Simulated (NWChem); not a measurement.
# sulfur difluoride (SF$_{2}$); SMILES FSF

Results from NWChem. Pople sets run with spherical d functions. Each level has its own optimisation; frequencies are unscaled.

| level | basis functions | r F–S (Å) | highest harmonic frequency (cm⁻¹) | lowest (cm⁻¹) | zero-point energy (kcal/mol) | dipole (D) |
|---|---|---|---|---|---|---|
| PBE0/STO-3G | 19 | 1.684 | [?] | 331 | 3.1 | [?] |
| PBE0/3-21G | 31 | 1.690 | 809 | 297 | 2.7 | 1.52 |
| PBE0/6-31G* | 46 | 1.612 | 864 | 333 | 2.9 | 1.22 |
| PBE0/6-31+G* | 58 | 1.621 | 841 | 333 | 2.8 | 1.45 |
| PBE0/6-311G** | 62 | 1.618 | 814 | 331 | 2.8 | 1.56 |
| PBE0/6-311++G** | 74 | 1.622 | 806 | 332 | 2.7 | 1.59 |

Q: Complete the blanks.

A: 
- PBE0/STO-3G, highest harmonic frequency (cm⁻¹): 931
- PBE0/STO-3G, dipole (D): 0.57
